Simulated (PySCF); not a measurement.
**Relaxation of sextet IrSI₂**

These are results of PySCF, UPBE0, basis Ir def2-SVP with ECP60, S def2-SVP, I def2-SVP with ECP28 (scalar-relativistic core potentials, no spin–orbit coupling, density fitting), not measurements. A (50,194) grid was used.

A hand-made T-shaped (ligand arrangement 1) start, of Cs symmetry, held to at least that symmetry:

```xyz
4
charge 0 multiplicity 6, angstrom
Ir   -0.5360    0.0000   -0.7044
S    -2.6247    0.0000   -0.6315
I    -0.5360    0.0000    1.8456
I     2.0124    0.0000   -0.6154
```

What does it relax to?

It ends at Cs with Ir–I 2.748 Å, Ir–I 2.777 Å, Ir–S 2.136 Å; I–Ir–I 74.3°, I–Ir–S 111.1°, I–Ir–S 174.6° (after a last refinement on a finer grid). A frequency run shows a minimum. Other isomers or separated fragments may lie lower.

How much energy is released, and in how many steps?

67.0 kJ/mol in 13 steps.

Other spin states or occupations of the open shell can lie lower. At this level a doublet minimum of C2v symmetry lies 172 kJ/mol below this structure. With an element this heavy the missing spin–orbit coupling can shift these numbers.
